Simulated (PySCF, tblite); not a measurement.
Isomers of C5H9N2P. Level: GFN2-xTB in tblite, geometry and Hessian alike; calculated harmonic values, unscaled, isolated species. The method is semi-empirical: single wavenumbers can be off by several per cent or more. One conformer each.

Electronic energies: PBE0/pcSseg-1 single points on the GFN2-xTB geometries (PySCF, gas phase).

```
         SMILES  electronic energy, lowest = 0 (kcal/mol)
   CCn1cpc(C)n1                                       1.3
 Cc1nn(C)c(C)p1                                       0.0
     CCCn1cpcn1                                       4.8
CNP1(=N)C=CC=C1                                      34.2
```

Problem. How do GFN2-xTB zero-point energies change the relative energies?

Solution. 
```tsv
SMILES	ZPE (kcal/mol)	of it from modes above 1550 cm⁻¹	electronic (kcal/mol)	with ZPE, lowest = 0 (kcal/mol)	lowest mode (cm⁻¹)	rings
Cc1nn(C)c(C)p1	85.1	38.7	0.0	0.0	43	1
CCn1cpc(C)n1	85.5	39.0	1.3	1.8	24	1
CCCn1cpcn1	86.4	39.0	4.8	6.0	46	1
CNP1(=N)C=CC=C1	82.8	42.5	34.2	31.9	68	1
```

The zero-point energies span 3.6 kcal/mol, from `CNP1(=N)C=CC=C1` to `CCCn1cpcn1`. The order is unchanged.

Problem. And how do the electronic energies of GFN2-xTB itself compare?

Solution. `Cc1nn(C)c(C)p1` 0.0; `CCn1cpc(C)n1` 2.6; `CCCn1cpcn1` 5.7; `CNP1(=N)C=CC=C1` 29.9 kcal/mol, lowest = 0. Against the energies above, taken from the same isomer `Cc1nn(C)c(C)p1`, the largest difference is 4.3 kcal/mol.

Problem. What do entropy and thermal enthalpy add at 298.15 K and 1 bar (rigid rotor, harmonic oscillator, one conformer each)?

Solution. 
```
         SMILES  point group  symmetry number  S (cal/(mol K))  H − H(0) (kcal/mol)  ZPE + H − H(0) − TS (kcal/mol)
 Cc1nn(C)c(C)p1           Cs                1             94.3                 6.40                            63.4
     CCCn1cpcn1           C1                1             90.5                 5.73                            65.1
CNP1(=N)C=CC=C1           C1                1             92.6                 6.36                            61.6
```

Not tabulated: `CCn1cpc(C)n1` (lowest mode only 24 cm⁻¹).
